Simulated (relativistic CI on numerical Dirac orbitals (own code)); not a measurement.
# Ni²⁺ in a cubic cluster: L2,3 absorption with charge transfer

Computed with a charge-transfer multiplet model of a cubic metal-ligand cluster with up to 2 ligand holes, Slater and spin-orbit integrals from Dirac-Coulomb-Breit ions, Slater integrals scaled by 0.8. The ground state mixes d8 with configurations of k ligand holes L, whose averages lie at kΔ + k(k − 1)U_dd/2; a core hole lowers each added d electron by U_cd. 300 K, Lorentzian 0.4 eV and Gaussian 0.3 eV FWHM.

Atomic integrals in eV (Slater integrals scaled, ζ unscaled), ground: F2dd 9.736, F4dd 6.042, zeta_d 0.080; with the core hole: F2dd 9.736, F4dd 6.042, zeta_d 0.103, zeta_core 11.413, F2cd 6.198, G1cd 4.674, G3cd 2.657.

Cluster parameters (eV): Δ = 5.9, U_dd = 7.5, U_cd = 9.7, 10Dq = 0.4, 10Dq(ligand) = 1, final-state hopping factor = 0.9.

```
                             Case   n_d    d8   d9L  d10L2     S
V(eg) = 0.7 eV, V(t2g) = -0.32 eV  8.02  0.98  0.02   0.00  1.00
  V(eg) = 1 eV, V(t2g) = -0.46 eV  8.04  0.96  0.04   0.00  1.00
 V(eg) = 1.3 eV, V(t2g) = -0.6 eV  8.06  0.94  0.06   0.00  1.00
V(eg) = 1.6 eV, V(t2g) = -0.74 eV  8.09  0.91  0.09   0.00  1.00
V(eg) = 2.2 eV, V(t2g) = -1.02 eV  8.15  0.85  0.14   0.00  1.00
```

Weights, n_d and S are thermal averages at 300 K. Photon energies count from the first peak over 30 % of the highest in each spectrum, which can be another peak from case to case. The parameters are a model scan and need not match a compound or its usual spin state. Peaks in eV (height, largest 100):
- V(eg) = 0.7 eV, V(t2g) = -0.32 eV: 0.0 (100), 2.4 (26), 17.3 (15), 18.6 (32)
- V(eg) = 1 eV, V(t2g) = -0.46 eV: 0.0 (100), 2.2 (24), 17.3 (17), 18.5 (32)
- V(eg) = 1.3 eV, V(t2g) = -0.6 eV: 0.0 (100), 2.1 (22), 17.3 (19), 18.4 (32)
- V(eg) = 1.6 eV, V(t2g) = -0.74 eV: 0.0 (100), 1.9 (23), 17.3 (20), 18.4 (31)
- V(eg) = 2.2 eV, V(t2g) = -1.02 eV: 0.0 (100), 1.7 (24), 2.7 (6), 17.3 (22), 18.3 (27)

For the case V(eg) = 1.3 eV, V(t2g) = -0.6 eV, Δ = 5.9 eV is smaller than U_dd = 7.5 eV, the charge-transfer side of the Zaanen-Sawatzky-Allen scheme. With the core hole the configuration with one ligand hole lies at Δ + U_dd − U_cd = 3.7 eV above the one without, against Δ in the ground state. The added d electron screens the hole, so the order of the configurations is kept and charge-transfer satellites are weaker than in photoemission.
